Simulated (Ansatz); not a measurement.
Gas-phase electronic energies from Ansatz, PBE0-D4/def2-TZVP geometries. CBS: MP2 limit from def2 TZ/QZ plus the TZ coupled-cluster correction, frozen cores. This one scheme is used for every species. Functionals use def2-TZVPP. Each species was taken in one conformer, which may not be the lowest.

Consider the ligand exchange at the Si–C bond: `[SiH3]C1=C(Cl)B1` + `[NH2][AlH][OH]` → `[OH][AlH][NH][SiH3]` + `ClC1=CB1`.

```json
{"species": "`[SiH3]C1=C(Cl)B1`", "revPBE energy (Eh)": "-852.98677"}
{"species": "`[NH2][AlH][OH]`", "revPBE energy (Eh)": "-374.87244"}
{"species": "`[OH][AlH][NH][SiH3]`", "revPBE energy (Eh)": "-665.52797"}
{"species": "`ClC1=CB1`", "revPBE energy (Eh)": "-562.34056"}
```

(1) Work out ΔE.

Largest T1 diagnostic among the species: 0.012.

## Answers

(1) ΔE = (-665.52797) + (-562.34056) − (-852.98677) − (-374.87244) = -0.00932 Eh = -24.5 kJ/mol. CCSD(T)/CBS gives -33.0 kJ/mol.

In def2-TZVPP, CCSD(T) changes the Hartree–Fock value by +7.8 kJ/mol (the triples alone add +1.4 kJ/mol) and MP2 by +8.2 kJ/mol. From BLYP to BHLYP (50 % exact exchange), in def2-TZVPP and without D4, ΔE moves by −8.5 kJ/mol. Leaving LDA and LC-ωPBE aside and taking each functional with its dispersion term where it has one, the values, not all of them listed here, spread over 11.1 kJ/mol, from BHLYP-D4 to revPBE-D4.
